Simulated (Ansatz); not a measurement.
Basis sets compared for `COc1ccc(-c2ccc(-c3ccc(-c4ccc(-c5ccc(C(F)=C(F)F)cc5)o4)o3)o2)cc1`. Charge 0, multiplicity 1. Geometry PBE-D4/def2-SVP. Ansatz on 2 threads of AMD EPYC 7R13 on a shared host and a share (18 GiB) of an NVIDIA H100 80GB HBM3; times are rough, and most runs start from earlier orbitals.

Cartesian coordinates in Å:
```
C -2.255 7.550 -7.476
O -2.731 6.918 -6.303
C -1.959 5.958 -5.726
C -2.481 5.359 -4.558
C -1.767 4.365 -3.894
C -0.504 3.930 -4.369
C 0.241 2.891 -3.680
C 1.465 2.274 -3.912
C 1.653 1.317 -2.876
C 0.528 1.400 -2.065
C 0.124 0.705 -0.880
C -0.999 0.795 -0.065
C -0.826 -0.167 0.966
C 0.393 -0.790 0.722
C 1.109 -1.832 1.392
C 2.328 -2.454 1.143
C 2.492 -3.424 2.168
C 1.372 -3.346 2.989
C 0.955 -4.059 4.179
C 1.755 -5.093 4.727
C 1.363 -5.785 5.870
C 0.143 -5.472 6.525
C -0.332 -6.155 7.724
F -1.521 -5.732 8.217
C 0.252 -7.163 8.424
F 1.415 -7.720 8.111
F -0.283 -7.704 9.505
C -0.657 -4.439 5.979
C -0.262 -3.748 4.834
O 0.532 -2.370 2.508
O 0.972 -0.259 -0.402
O -0.325 2.352 -2.551
C 0.007 4.538 -5.538
C -0.703 5.538 -6.213
H -2.109 6.826 -8.309
H -1.296 8.087 -7.299
H -3.027 8.285 -7.771
H -3.461 5.699 -4.193
H -2.185 3.906 -2.987
H 2.151 2.489 -4.738
H 2.501 0.642 -2.728
H -1.840 1.481 -0.210
H -1.502 -0.392 1.796
H 3.006 -2.225 0.316
H 3.339 -4.107 2.296
H 2.705 -5.362 4.243
H 2.012 -6.580 6.259
H -1.605 -4.181 6.471
H -0.900 -2.950 4.429
H 0.984 4.225 -5.934
H -0.269 5.983 -7.117
```

Single mean-field runs in def2-SVP, def2-TZVP are fitted with def2-universal-jkfit.

Binding counts from free atoms (C triplet, O triplet, F doublet, H doublet) in the same basis, without a counterpoise term.

| level | functions | energy (Eh) | HOMO (eV) | LUMO (eV) | binding per atom (eV) | wall time |
| --- | --- | --- | --- | --- | --- | --- |
| PBE-D4/def2-SVP | 561 | -1636.4797 | -4.31 | -2.48 | 5.57 | 7.5 s |
| PBE0-D4/def2-SVP | 561 | -1636.5256 | -5.09 | -1.95 | 5.41 | 9.5 s |

(1) Estimate the rows for PBE-D4/def2-TZVP (with forces), PBE0-D4/def2-TZVP.

## Answers

(1) 
```json
{"level": "PBE-D4/def2-TZVP (with forces)", "functions": "1156", "energy (Eh)": "-1638.2728", "HOMO (eV)": "-4.36", "LUMO (eV)": "-2.59", "binding per atom (eV)": "5.46", "wall time": "10 s"}
{"level": "PBE0-D4/def2-TZVP", "functions": "1156", "energy (Eh)": "-1638.3120", "HOMO (eV)": "-5.07", "LUMO (eV)": "-1.99", "binding per atom (eV)": "5.31", "wall time": "12 s"}
```
